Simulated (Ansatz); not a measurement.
System: HgBr$_{2}$, charge 1, multiplicity 2. The spin state was set by rule; other spins were not relaxed. 
Geometry from a B3LYP-D3(BJ)/def2-TZVP (Ansatz, a quantum-chemistry and plane-wave program) optimisation:
```
Hg
Br 1 2.4237
Br 1 2.4237 2 180.00
```
Charge +1, spin multiplicity 2.

Basis-set convergence of Hartree-Fock and CCSD correlation energies (hartree) with Ansatz. Correlated levels leave the core frozen unless marked. UHF or UKS for open shells. Spin-orbit coupling is left out. Frozen are the shells of the preceding noble gas and the d and f shells that filled before the atom's block. In def2 rows, elements after Kr have scalar-relativistic effective core potentials.

```csv
basis,functions,E(HF),"E(corr, CCSD)"
def2-SVP,96,-5296.44206,-0.50845
def2-TZVPP,155,[?],[?]
```

Some entries are withheld; supply them.


- def2-TZVPP, E(HF): -5297.09079
- def2-TZVPP, E(corr, CCSD): -0.70469
